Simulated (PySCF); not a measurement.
Species: C7H11N (charge +1 and doublet state).
Geometry (GFN2-xTB, Å), atoms numbered from 1 in this order:
```
atom  x, y, z in Å
C1     3.0927    0.8821   -1.3108
C2     2.3914    0.6026   -0.1799
N3     1.3025   -0.1201   -0.1629
C4     0.1417   -0.5083   -0.1653
C5    -0.5348   -1.8324   -0.0332
C6    -1.9114   -1.1448   -0.0357
C7    -1.2121    0.2093   -0.2392
C8    -1.4090    1.2728    0.8168
H9     2.7666    0.5397   -2.2784
H10    3.9978    1.4600   -1.2595
H11    2.7487    0.9178    0.7956
H12   -0.3399   -2.4880   -0.8814
H13   -0.2639   -2.3554    0.8835
H14   -2.5713   -1.4475   -0.8428
H15   -2.4427   -1.2206    0.9086
H16   -1.3385    0.6228   -1.2426
H17   -2.4383    1.6253    0.7633
H18   -1.2448    0.8758    1.8160
H19   -0.7444    2.1181    0.6554
```

The hyperfine couplings belong to this conformer and change with its torsions.

Identity: `[CH2+][CH]/N=C1/CC[C@H]1C` [radical] (charge +1).

The calculation used UKS B3LYP, pcH-1 on C H N, non-relativistic, mean-field spin-orbit, GIAO (PySCF). Isolated species at its GFN2-xTB geometry (one conformer only). Couplings are sensitive to structure, and on GFN2-xTB geometries they can be far from those on DFT ones, by a factor of two or more for some ions and for spin on atoms past the first row. The frame is twisted about the C2–N3 bond at this geometry (dihedral H11–C2–N3–C4 = 89°); couplings at other torsion angles weren't computed. The SCF solution wasn't tested for stability.

Problem. Predict the first-order ENDOR lines of N3, H10, H9, H11, H17/H18/H19, H12, H13, H16 and H14 under fast tumbling at B = 341.5 mT (X band).

Solution. For S = 1/2 in fast tumbling each set of equivalent nuclei gives two lines, ν± = |νn ± a/2| to first order, with νn = g_N μN B/h and μN/h = 7.62259 MHz/T.

| nuclei | isotope | g_N | νn (MHz) | a_iso (MHz) | lower line (MHz) | upper line (MHz) |
| --- | --- | --- | --- | --- | --- | --- |
| N3 | 14N | 0.4038 | 1.05 | 25.99 | 11.94 | 14.04 |
| H10 | 1H | 5.5857 | 14.54 | -41.68 | 6.30 | 35.38 |
| H9 | 1H | 5.5857 | 14.54 | -40.61 | 5.76 | 34.84 |
| H11 | 1H | 5.5857 | 14.54 | 10.11 | 9.48 | 19.60 |
| H17/H18/H19 | 1H | 5.5857 | 14.54 | 6.44 | 11.32 | 17.76 |
| H12 | 1H | 5.5857 | 14.54 | -2.91 | 13.09 | 15.99 |
| H13 | 1H | 5.5857 | 14.54 | -1.88 | 13.60 | 15.48 |
| H16 | 1H | 5.5857 | 14.54 | -0.81 | 14.13 | 14.95 |
| H14 | 1H | 5.5857 | 14.54 | 0.59 | 14.24 | 14.84 |

Problem. Which pairs are centred on the nuclear Larmor frequency, and which on half the coupling?

Solution. Centred on νn, since |a| < 2νn: H11, H17/H18/H19, H12, H13, H16 and H14. Centred on |a|/2 and split by 2νn: N3, H10 and H9.

Nuclei that the bonding pattern makes equivalent are averaged, as if the motion that swaps them (rotation, inversion, ring flip) were fast. H9 and H10 aren't averaged: C1 is flat or nearly so (angle sum 360°), and its turn about the short C1–C2 bond (1.36 Å) is taken as slow. The three 1H nuclei of mean +6.4 MHz run from 0.1 to 16.0 MHz in the frozen geometry.

Largest spin populations (Mulliken): C1 (+0.65), N3 (+0.43), C2 (-0.12) and C7 (+0.09). The angles at C1 add up to 360.0°, so it is planar; its axial dipolar tensor and the negative couplings of its protons fit spin in a p orbital normal to that plane.

The run took 73 s (with the writing of density and orbital grids) on one thread, Arm Neoverse V2 (aarch64), no GPU (shared host), and the process peaked at 1.0 GiB of memory.

The SMILES draws the unpaired electron on C2; the largest computed Mulliken spin population is on C1 (0.65 against -0.12).
